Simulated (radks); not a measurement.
The numbers below are computed, except where a source is named.
Problem. These are the eigenvalues of the occupied orbitals of an atom or ion with whole-number occupations (eV). Code: a radial shooting solver on a logarithmic mesh with Libxc functionals. Model: non-relativistic Kohn-Sham, PBEsol, spin-unpolarised, spherical densities, point nucleus.

orbital  eigenvalue
1s        -2764.685
2s        -278.3166
2p        -219.2937
3s         -44.6273
3p         -31.6399

Which element is it, and in what charge state? The configuration may be excited.

Solution. Z = 17, chlorine, charge +2: Cl2+ in [Ne] 3s2 3p3. The list shows which subshells hold electrons but not how many an open one holds; the 1s level, -101.6 hartree, gives Z - s = 14.3 by -(Z - s)^2/2, which with screening narrows Z to a few neighbours, and the depths of the outer levels then fix element, charge and occupations together.
